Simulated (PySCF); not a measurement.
## How the method changes the constants of ZnF

State: ²Σ⁺ (doublet), unpaired electrons σ ↑. Set-up: PySCF, no relativity, basis sets Zn def2-TZVPP, F def2-TZVPP. De refers to Zn + F in their high-spin ground configurations, without counterpoise correction. The functionals are run spin-unrestricted. A positive dipole means Zn(−)F(+).

```csv
Level,Re (Å),ωe (cm⁻¹),De (eV),μ (D)
UHF,1.783,633,2.10,-3.38
UHF-MP2,1.775,619,3.31,n/a
UHF-SCS-MP2,1.782,614,3.07,n/a
PBE,1.807,564,3.17,-2.82
BLYP,1.823,545,2.94,-2.92
BP86,1.806,564,3.11,-2.85
TPSS,1.799,578,3.15,-2.84
r²SCAN,1.780,607,3.24,-2.87
TPSSh,1.792,590,3.08,-2.94
PBE0,1.786,601,3.01,-3.05
LC-ωPBE,1.775,623,3.42,-2.99
```

**Question.** What does a quarter of exact exchange do here, going from PBE to PBE0?

**Answer.** PBE0 less PBE: -2.1 pm in Re, +6.6 % in ωe, -0.16 eV in De. Exact exchange removes part of the self-interaction that spreads semilocal densities, and in most molecules shortens and stiffens the bond and lowers De; so it does here.

**Question.** What does the step from GGA to meta-GGA do here, going from PBE to r²SCAN?

**Answer.** r²SCAN less PBE: -2.7 pm in Re, +7.6 % in ωe, +0.07 eV in De. 

**Question.** What does a tenth of exact exchange do here, going from TPSS to TPSSh?

**Answer.** TPSSh less TPSS: -0.7 pm in Re, +2.1 % in ωe, -0.07 eV in De. Exact exchange removes part of the self-interaction that spreads semilocal densities, and in most molecules shortens and stiffens the bond and lowers De; so it does here.

Correlated steps freeze 6 core orbitals. The state was picked by a PBE0 search and need not be the measured ground state.

The whole job (state search and all levels along the bond) took about 6.1 min on 1 thread of Arm Neoverse V1 (shared host), peak memory 2.9 GiB.
